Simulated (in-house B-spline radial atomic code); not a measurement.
# Ni⁸⁺: [Ar] 3d2

Level of theory: non-relativistic B97-1, spin-polarised, spherical fractional occupations, exact exchange averaged over the configuration, point nucleus; calculated with a B-spline radial code for spherical atoms.

Screening seen three ways: the hydrogenic charge with the same mean radius, Z_r = [3n² - l(l+1)]/(2<r>), the one with the same energy, Z_e = n√(-2ε), and Slater's rules. Values are occupation-weighted means over spin.

| shell | electrons | ε (eV) | <r> (bohr) | Z_r | Z_e | Slater |
| --- | --- | --- | --- | --- | --- | --- |
| 1s | 2 | -8351.9 | 0.05484 | 27.35 | 24.78 | 27.70 |
| 2s | 2 | -1171.6 | 0.2476 | 24.23 | 18.56 | 23.85 |
| 2p | 6 | -1046.3 | 0.2162 | 23.12 | 17.54 | 23.85 |
| 3s | 2 | -284.42 | 0.6976 | 19.35 | 13.72 | 16.75 |
| 3p | 6 | -244.06 | 0.7045 | 17.74 | 12.71 | 16.75 |
| 3d | 2 | -181.62 | 0.6905 | 15.21 | 10.96 | 9.65 |

The least bound orbital is 3d up at -181.6 eV, while the most diffuse is 3p down (<r> = 0.7066 bohr against 0.6905 bohr): energy order and size order differ.
